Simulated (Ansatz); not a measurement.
A series at B: from `BrB(Br)Br`, ligands are replaced one by one, each step taking up HCl and setting free HBr; n counts the steps. Ansatz, PBE0-D4/def2-TZVP geometries.

CBS adds triple-zeta CCSD(T) − MP2 to the MP2 limit, frozen cores; atoms without spin–orbit coupling. Outer-core shells of Br are correlated without core-valence functions. Scalar relativity is left out up to krypton. Spin–orbit coupling is left out.

```
n     molecule  atomization energy, CCSD(T)/CBS (kJ/mol)
0  `BrB(Br)Br`                                    1177.2
1  `ClB(Br)Br`                                    1234.4
2  `ClB(Cl)Br`                                         ?
3  `ClB(Cl)Cl`                                    1349.6
```

By hand: fit a straight line y = ȳ + b (n − n̄) to the 3 given rows and predict n = 2.

n̄ = 1.333, ȳ = 1253.73; Σ(n − n̄)(y − ȳ) = 268.27, Σ(n − n̄)² = 4.667, so b = 57.48 kJ/mol a step. Prediction: 1253.73 + (57.48) × (0.667) = 1292.1 kJ/mol.

By hand: compare with the computed value, 1291.8 kJ/mol, and give the steps along the whole series.

The line misses by -0.3 kJ/mol (computed minus predicted). Steps: 57.2, 57.4, 57.8 kJ/mol.

The steps differ by at most 0.6 kJ/mol, 1.0 % of a mean step, so the ligands' effects nearly add and a line is close. The miss is 0.2 % of the series' range. The energies themselves are unsure by some kJ/mol a bond, though much of that is common to the series.
